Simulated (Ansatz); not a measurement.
This geometry of F4Ge + H2S (8 atoms, charge 0, multiplicity 1) is a first-order saddle point.

These are results of RKS BLYP-D4/def2-SVP (Ansatz), not measurements.

```xyz
8
Properties=species:S:1:pos:R:3
Ge -0.262 0.035 -0.084
F -0.145 -0.911 1.638
F 1.291 0.745 0.251
F -0.742 1.091 -1.406
F -0.312 -1.497 -0.913
S -2.323 0.545 1.191
H -2.969 -0.464 0.532
H -1.330 -0.417 1.885
```

Q: Which two structures does it join? (They come from a converged band through this point; their orientation in space is the band's.)

A: Bonds broken: Ge1–F2, S6–H8. Bonds formed: Ge1–S6, F2–H8. F4Ge + H2S becomes F3GeHS + FH.

Image 0:

```xyz
8
Properties=species:S:1:pos:R:3
Ge 0.171 0.065 -0.097
F 0.271 -0.057 1.633
F 1.818 -0.060 -0.626
F -0.357 1.608 -0.674
F -0.616 -1.295 -0.835
S -2.824 0.164 0.936
H -2.922 -1.150 0.589
H -2.332 -0.149 2.168
```

Image 8:

```xyz
8
Properties=species:S:1:pos:R:3
Ge -0.681 0.225 -0.529
F -0.834 -1.189 2.259
F 0.466 0.481 0.810
F -0.272 1.419 -1.722
F -0.177 -1.303 -1.188
S -2.759 0.390 0.170
H -2.377 -0.333 1.277
H -0.156 -0.562 2.018
```

Q: How far does it lie above each of them?

A: 0.83 eV above the first and 0.93 eV above the second. This is the barrier of this one path; another mechanism may lie lower. The orbitals stay closed-shell, which can raise the energy where a bond breaks towards radicals; this wasn't checked here.

Time of the run: 2.8 min on 4 threads of Intel(R) Xeon(R) Platinum 8375C CPU @ 2.90GHz (Ice Lake), with other jobs on the host, peak memory 0.21 GiB.
